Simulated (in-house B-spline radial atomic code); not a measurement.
Checks on a self-consistent run for neutral platinum, [Kr] 4d10 4f14 5s2 5p5 5d9 6s1 8f1. Computed with an all-electron radial atomic-structure program (B-spline basis): Dirac-Hartree-Fock, average of configuration, Fermi nucleus of rms radius 5.427 fm.

| orbital | q | ε (Eh) | <1/r> | <r²> | small-component weight |
| --- | --- | --- | --- | --- | --- |
| 1s1/2 | 2 | -2900.41370 | 93.8901 | 0.000406163 | 0.087475 |
| 2s1/2 | 2 | -515.23007 | 23.0451 | 0.0061396 | 0.020025 |
| 2p1/2 | 2 | -492.80485 | 22.9601 | 0.00436738 | 0.020059 |
| 2p3/2 | 4 | -429.15027 | 18.851 | 0.00555365 | 0.017897 |
| 3s1/2 | 2 | -123.86769 | 8.47341 | 0.039803 | 0.0066887 |
| 3p1/2 | 2 | -113.85503 | 8.37233 | 0.0364494 | 0.0066164 |
| 3p3/2 | 4 | -99.66657 | 7.30885 | 0.0428388 | 0.0060019 |
| 3d3/2 | 4 | -83.22481 | 7.18686 | 0.0330389 | 0.0058584 |
| 3d5/2 | 6 | -80.19566 | 6.94206 | 0.0347856 | 0.0056887 |
| 4s1/2 | 2 | -28.34355 | 3.55774 | 0.19442 | 0.0022214 |
| 4p1/2 | 2 | -24.05907 | 3.44343 | 0.199595 | 0.0021251 |
| 4p3/2 | 4 | -20.63902 | 3.09231 | 0.231162 | 0.0019093 |
| 4d3/2 | 4 | -13.62916 | 2.88551 | 0.245753 | 0.0017097 |
| 4d5/2 | 6 | -12.98361 | 2.80001 | 0.257399 | 0.0016474 |
| 4f5/2 | 6 | -3.94975 | 2.4167 | 0.312018 | 0.0012732 |
| 4f7/2 | 8 | -3.81619 | 2.38327 | 0.320558 | 0.0012474 |
| 5s1/2 | 2 | -4.84465 | 1.40672 | 1.0403 | 0.00052267 |
| 5p1/2 | 1.6667 | -3.44929 | 1.28709 | 1.22761 | 0.00045 |
| 5p3/2 | 3.3333 | -2.87312 | 1.16307 | 1.45112 | 0.00038692 |
| 5d3/2 | 3.6 | -0.86188 | 0.862793 | 2.69661 | 0.0002207 |
| 5d5/2 | 5.4 | -0.80139 | 0.827636 | 2.92161 | 0.00020415 |
| 6s1/2 | 1 | -0.59396 | 0.467541 | 8.36384 | 6.7122e-05 |
| 8f5/2 | 0.42857 | -0.01021 | 0.0204743 | 5133.53 | 2.7367e-07 |
| 8f7/2 | 0.57143 | -0.01021 | 0.0204779 | 5132.92 | 2.7379e-07 |

Electron-electron repulsion V_ee = 6803.7063 hartree.

(1) What total energy follows from the eigenvalues?

(2) Does the Dirac virial theorem hold?

(3) What diamagnetic shielding (Lamb formula) and susceptibility (Langevin formula) do the radii give?

Results:

(1) The eigenvalues count the repulsion twice, so E = Σqε - V_ee = -11628.741 - 6803.706 = -18432.447 hartree; the run printed -18432.447.

(2) For a point nucleus E = -2c²Σq·w, with w the small-component weight. Here Σq·w = 0.49061 and c = 137.0360, so the ratio E/(-2c²Σq·w) is 1.000341; the finite nucleus accounts for the departure from 1.

(3) σ = (α²/3)Σq<1/r> = 593.7/(3·137.036²) = 10538 ppm, and χ = -0.79199×10⁻⁶·Σq<r²> = -4107×10⁻⁶ cm³/mol with Σq<r²> = 5185.4 bohr². Both are non-relativistic formulas without the paramagnetism of open shells; for so heavy an element the full relativistic shielding is larger by tens of per cent.
